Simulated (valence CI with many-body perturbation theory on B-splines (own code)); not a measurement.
## Level structure of Co XIV

Calculated by valence CI with perturbative core correlation (CI+MBPT): four valence electrons over a frozen Dirac-Fock core [Ne], a basis of 11 s, 11 p, 9 d, 7 f, 5 g, 2 h, 1 i functions for each j, with the one-electron correlation potential Σ1 (screened to all orders), the two-electron term Σ2, the three-electron term Σ3, Breit, model QED; selected single and double excitations, second order for the rest (own B-spline code, finite nucleus).

No measured spectrum was set against this ion. As an estimate, levels of excited configurations hold to 0.05 to 0.15 % of their energy, terms of the ground configuration to about 0.5 %.

Levels 46 to 71 of 71, with energies above the lowest level, 3s2 3p2 3P_0. "Leading %" is the weight of the configuration and term that name the level; weights of strongly mixed levels are sums over their largest components and can fall short. Lifetimes count E1, E2, E3, M1 and M2 decay at the calculated energies, and are blank where another channel may lead or the interval is too uncertain; long ones can be off by a factor of two.

```csv
No.,Configuration,Term,J,E (cm⁻¹),Leading %,Lifetime,Second component
46,3p4,1S,0,757010,61,93.7 ps,27 % 3s 3p2 3d 1S
47,3s 3p2 3d,5P,2,759550,96,16.6 ps,
48,3s 3p2 3d,5P,1,762020,97,16.2 ps,
49,3s 3p2 3d,3P,2,774120,68,22.6 ps,24 % 3p4 3P
50,3s 3p2 3d,3P,1,785280,67,22.0 ps,24 % 3p4 3P
51,3s 3p2 3d,3P,0,793170,65,22.3 ps,25 % 3p4 3P
52,3s 3p2 3d,3G,3,806270,94,110 ps,
53,3s 3p2 3d,3G,4,808710,97,122 ps,
54,3s 3p2 3d,3G,5,811680,98,138 ps,
55,3s 3p2 3d,3D,1,816730,94,24.2 ps,
56,3s 3p2 3d,3D,2,817090,89,24.2 ps,
57,3s 3p2 3d,3D,3,818220,85,23.9 ps,8 % 3s 3p2 3d 1F
58,3s 3p2 3d,1G,4,825030,78,310 ps,14 % 3s2 3d2 1G
59,3s 3p2 3d,1F,3,829380,78,37.5 ps,10 % 3s 3p2 3d 3D
60,3s 3p2 3d,3F,2,839890,77,19.6 ps,13 % 3s 3p2 3d 3D
61,3s 3p2 3d,3F,3,847080,75,18.8 ps,13 % 3s 3p2 3d 3D
62,3s 3p2 3d,3D,1,850450,92,25.8 ps,
63,3s 3p2 3d,3D,2,853740,82,27.5 ps,6 % 3s 3p2 3d 3F
64,3s 3p2 3d,1P,1,855210,77,20.2 ps,14 % 3s 3p2 3d 3D
65,3s 3p2 3d,3F,4,857590,85,17.6 ps,7 % 3s2 3d2 3F
66,3s 3p2 3d,3P,0,858400,79,20.1 ps,15 % 3s2 3d2 3P
67,3s 3p2 3d,3P,1,861140,75,20.4 ps,14 % 3s2 3d2 3P
68,3s 3p2 3d,3D,3,861320,79,33.5 ps,8 % 3s 3p2 3d 3F
69,3s 3p2 3d,3P,2,866010,72,20.1 ps,15 % 3s2 3d2 3P
70,3s 3p2 3d,3S,1,877900,57,20.0 ps,36 % 3s 3p2 3d 3D
71,3s 3p2 3d,3D,1,880440,50,20.8 ps,36 % 3s 3p2 3d 3S
```

Names give the largest LS component (configuration and term), which can be under half, so a name can repeat, a term be missing and a line seem to break the LS rules; names also repeat where a configuration has a term twice.

Where two levels of one J and parity lie close, their mixing, g and order are uncertain.
